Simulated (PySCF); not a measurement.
# TeO, r²SCAN: how much the basis matters

PySCF, UKS reference; triplet, unpaired electrons π ↑↑; De to Te + O without counterpoise correction.

```json
{"basis": "cc-pVDZ-PP/cc-pVDZ", "relativity": "scalar-relativistic core potentials", "functions": "37", "Re (Å)": "1.868", "ωe (cm⁻¹)": "778", "De (eV)": "3.88", "μ (D)": "-2.72"}
{"basis": "def2-SVP", "relativity": "scalar-relativistic core potentials", "functions": "40", "Re (Å)": "1.865", "ωe (cm⁻¹)": "783", "De (eV)": "3.91", "μ (D)": "-2.79"}
{"basis": "x2c-SVPall", "relativity": "spin-free X2C", "functions": "50", "Re (Å)": "1.860", "ωe (cm⁻¹)": "794", "De (eV)": "3.93", "μ (D)": "-2.79"}
{"basis": "aug-cc-pVDZ-PP/aug-cc-pVDZ", "relativity": "scalar-relativistic core potentials", "functions": "55", "Re (Å)": "1.858", "ωe (cm⁻¹)": "797", "De (eV)": "4.13", "μ (D)": "-2.79"}
{"basis": "def2-SVPD", "relativity": "scalar-relativistic core potentials", "functions": "58", "Re (Å)": "1.864", "ωe (cm⁻¹)": "788", "De (eV)": "4.06", "μ (D)": "-2.96"}
{"basis": "def2-TZVPP", "relativity": "scalar-relativistic core potentials", "functions": "81", "Re (Å)": "1.824", "ωe (cm⁻¹)": "823", "De (eV)": "4.32", "μ (D)": "-2.82"}
```

Task: How does each smaller set differ from the one with most functions, def2-TZVPP?

Result: cc-pVDZ-PP/cc-pVDZ: +4.4 pm, -5.5 % in ωe, -0.44 eV in De; def2-SVP: +4.1 pm, -4.9 % in ωe, -0.41 eV in De; x2c-SVPall: +3.6 pm, -3.5 % in ωe, -0.39 eV in De; aug-cc-pVDZ-PP/aug-cc-pVDZ: +3.4 pm, -3.2 % in ωe, -0.19 eV in De; def2-SVPD: +4.0 pm, -4.3 % in ωe, -0.26 eV in De. All at r²SCAN; the set with most functions is neither the basis-set limit nor always the best. The rows treat relativity differently, so the differences are not basis effects alone.

A positive dipole means Te(−)O(+). Spin–orbit coupling is left out, which matters for elements this heavy, above all for dissociation energies. The state is the lowest determinant that a PBE0 search found; another state may lie lower at other levels.
